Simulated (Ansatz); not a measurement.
Reaction (redistribution): `BS[SiH](C)Cl` + `CB/C=C/Br` → `C[SiH](Cl)Br` + `BS/C=C/BC`

Computed with Ansatz on PBE0-D4/def2-TZVP structures; ΔE is electronic, products minus reactants. CBS: MP2 limit from def2 TZ/QZ plus the TZ coupled-cluster correction, frozen cores. Double bonds are as drawn, so ΔE can hold a change between cis and trans. For Br outer-core shells are correlated without core-valence functions, which leaves a few kJ/mol of doubt a bond. Scalar relativity is left out up to krypton. Each species was taken in one conformer, which may not be the lowest.

```csv
level,ΔE (eV)
MP2/def2-TZVPP,-0.63
SCS-MP2/def2-TZVPP,-0.62
CCSD/def2-TZVPP,-0.62
HF/CBS(def2),-0.74
```

Task: What does CCSD(T)/CBS give? (Best estimate.)

Result: The calculation gave: -0.66 eV. The listed levels differ from it by 0.03, 0.04, 0.04, -0.08 eV.

Largest T1 diagnostic among the species: 0.013.

In def2-TZVPP, CCSD(T) changes the Hartree–Fock value by +0.13 eV (the triples alone add +0.01 eV) and MP2 by +0.11 eV. From PBE to PBE0 (25 % exact exchange), in def2-TZVPP and without D4, ΔE moves by −0.03 eV.
